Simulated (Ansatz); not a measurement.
This geometry of ClH + F4H2NTa (10 atoms, charge 0, multiplicity 1) is a first-order saddle point.

These are results of RKS PBE-D4/def2-SVP in Ansatz 0.2.0, not measurements.

```xyz
10
Properties=species:S:1:pos:R:3
Ta 0.046 -0.327 0.120
F 1.993 0.380 0.457
F -0.316 -0.182 1.975
F 0.546 -0.828 -1.638
F -0.628 1.364 -0.343
N -1.470 -1.569 -0.020
H -2.061 -1.856 0.769
H -1.674 -2.141 -0.848
Cl 1.780 -2.204 0.869
H 2.301 -0.814 0.745
```

(1) Which two structures does it join? (They come from a converged band through this point; their orientation in space is the band's.)

(2) How far does it lie above each of them?

Results:

(1) Bonds broken: Cl9–H10. Bonds formed: Ta1–Cl9, F2–H10. ClH + F4H2NTa becomes ClF4H3NTa.

Initial state:

```xyz
10
Properties=species:S:1:pos:R:3
Ta -0.140 0.131 -0.035
F 1.730 0.093 0.365
F -0.518 0.319 1.818
F 0.252 -0.280 -1.847
F -1.087 1.694 -0.492
N -1.223 -1.498 0.002
H -1.628 -1.886 0.860
H -1.302 -2.143 -0.791
Cl 2.070 -2.926 1.231
H 2.361 -1.680 0.978
```

Final state:

```xyz
10
Properties=species:S:1:pos:R:3
Ta 0.060 -0.588 0.169
F 2.173 0.433 0.498
F -0.366 -0.301 1.997
F 0.521 -0.967 -1.635
F -0.298 1.218 -0.250
N -1.609 -1.573 -0.058
H -2.306 -1.706 0.683
H -1.910 -2.004 -0.939
Cl 1.697 -2.257 0.874
H 2.555 -0.430 0.749
```

(2) 0.139 eV above the first and 0.188 eV above the second. This is the barrier of this one path; another mechanism may lie lower. The orbitals stay closed-shell, which can raise the energy where a bond breaks towards radicals; this wasn't checked here.

Time of the run: 3.4 min on 4 threads of Arm Neoverse V2 (shared host), peak memory 0.21 GiB.
